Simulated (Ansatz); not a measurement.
Cost and result for the atomization energy of `CB(F)C(O)S` (12 atoms, 11 bonds).

Cartesian coordinates in Å:
```
C 0.812 1.394 0.423
B -0.297 0.485 -0.190
F -1.163 1.011 -1.081
C -0.601 -0.997 0.192
O -1.847 -1.511 -0.089
S 0.669 -1.544 -1.124
H 1.535 0.853 1.035
H 0.331 2.140 1.067
H 1.351 1.949 -0.349
H -0.246 -1.393 1.140
H -2.290 -0.910 -0.699
H 1.747 -1.478 -0.326
```

Total charge 0; spin multiplicity 1. All single points use the PBE0-D4/def2-TZVP geometry. It is one conformer, not always the lowest. Program: Ansatz. All runs use 4 threads of an AMD EPYC 7R43 on a shared host. Times are those of one run each, without the atoms' runs, and a repeat can differ threefold. Electronic energies, without spin–orbit coupling; frozen cores. CCSD(T)/CBS adds CCSD(T) − MP2 in def2-TZVPP to the MP2 limit, and its time is that of the two runs behind it. T1 = 0.013. B3LYP takes the VWN-RPA correlation (the form of Gaussian; ORCA's B3LYP/G).

CCSD(T)/CBS is a level of theory with its own doubt, some kJ/mol a heavy atom from the limit and from the frozen cores, so smaller differences don't rank the functionals.

```json
{"level": "PBE-D4/def2-TZVPP (with forces)", "functions": "281", "wall time": "2.6 s"}
{"level": "PBE0-D4/def2-TZVPP", "functions": "281", "wall time": "3.4 s"}
{"level": "r2SCAN-D4/def2-TZVPP (with forces)", "functions": "281", "wall time": "4.6 s"}
{"level": "B3LYP-D4/def2-TZVPP (with forces)", "functions": "281", "wall time": "5.5 s"}
{"level": "B2PLYP/def2-TZVPP", "functions": "281", "wall time": "7 s"}
{"level": "ωB97X-V/def2-TZVPP", "functions": "281", "wall time": "7.5 s"}
{"level": "ωB97M-V/def2-TZVPP (with forces)", "functions": "281", "wall time": "13 s"}
{"level": "MP2/def2-QZVPP", "functions": "535", "wall time": "25 s"}
{"level": "CCSD(T)/def2-TZVPP", "functions": "281", "wall time": "4.4 min"}
{"level": "CCSD(T)/CBS(def2)", "functions": "–", "wall time": "4.8 min"}
```

What atomization energy does each give, and how far from CCSD(T)/CBS? (An estimate is asked.)

The calculation gave: 
```csv
level,atomization (kJ/mol),difference from CCSD(T)/CBS,per bond
PBE-D4/def2-TZVPP (with forces),4788.0,137.8,12.5
PBE0-D4/def2-TZVPP,4684.9,34.7,3.2
r2SCAN-D4/def2-TZVPP (with forces),4693.5,43.3,3.9
B3LYP-D4/def2-TZVPP (with forces),4653.2,3.0,0.3
B2PLYP/def2-TZVPP,4606.5,-43.7,-4.0
ωB97X-V/def2-TZVPP,4665.0,14.8,1.3
ωB97M-V/def2-TZVPP (with forces),4683.4,33.2,3.0
MP2/def2-QZVPP,4708.9,58.7,5.3
CCSD(T)/def2-TZVPP,4532.8,-117.4,-10.7
CCSD(T)/CBS(def2),4650.2,0.0,0.0
```

The D4 term adds +41.1 kJ/mol with B3LYP and +21.6 kJ/mol with PBE0; it sums over pairs of atoms, weighted by their polarisabilities, and B3LYP, whose exchange is more repulsive, gets the larger term. From PBE to PBE0 (25 % exact exchange), in def2-TZVPP and without D4, the atomization energy moves by −99.1 kJ/mol: exact exchange takes away binding that semilocal exchange gives to molecules. In def2-TZVPP, CCSD(T) changes the Hartree–Fock value by +1151.2 kJ/mol (the triples alone add +76.7 kJ/mol) and MP2 by +1258.5 kJ/mol; breaking electron pairs costs correlation energy, which Hartree–Fock lacks.
